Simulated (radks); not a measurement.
Results of a calculation; reference values are marked as such.
Problem. Species: Sm9+. Configuration: [Kr] 4d10 4f4 5s2 5p1 (the NIST ground configuration). Level of theory: Dirac Kohn-Sham, LDA (Slater exchange, Perdew-Wang correlation), spin-unpolarised, spherical densities, finite nucleus; open shells fill j = l - 1/2 first; Fermi nuclear charge, rms radius 5.0819 fm (a radial shooting solver on a logarithmic mesh with Libxc functionals). Some entries of the table are withheld. Estimate them.

| orbital | occ. | eigenvalue (Ry) | <1/r> (bohr^-1) |
|---|---|---|---|
| 1s1/2 | 2 | -3434.339 | 68.75 |
| 2s1/2 | 2 | -569.9230 | (1) |
| 2p1/2 | 2 | -541.0343 | (2) |
| 2p3/2 | 4 | -496.7762 | (3) |
| 3s1/2 | 2 | -133.1159 | 5.937 |
| 3p1/2 | 2 | -120.6436 | 5.856 |
| 3p3/2 | 4 | -111.6837 | 5.409 |
| 3d3/2 | 4 | -89.95088 | 5.285 |
| 3d5/2 | 6 | -88.00280 | 5.173 |
| 4s1/2 | 2 | -34.70724 | 2.492 |
| 4p1/2 | 2 | (4) | 2.390 |
| 4p3/2 | 4 | (5) | 2.240 |
| 4d3/2 | 4 | -19.94829 | 2.033 |
| 4d5/2 | 6 | -19.58210 | 1.997 |
| 5s1/2 | 2 | -12.19103 | 1.079 |
| 5p1/2 | 1 | -10.61926 | 1.005 |
| 5p3/2 | 0 | -10.19217 | 0.9597 |
| 4f5/2 | 4 | -10.17901 | 1.590 |
| 4f7/2 | 0 | -10.12504 | 1.578 |

Solution. 
(1) 2s1/2 <1/r> (bohr^-1): 16.34
(2) 2p1/2 <1/r> (bohr^-1): 16.33
(3) 2p3/2 <1/r> (bohr^-1): 14.55
(4) 4p1/2 eigenvalue (Ry): -29.90660
(5) 4p3/2 eigenvalue (Ry): -27.89629
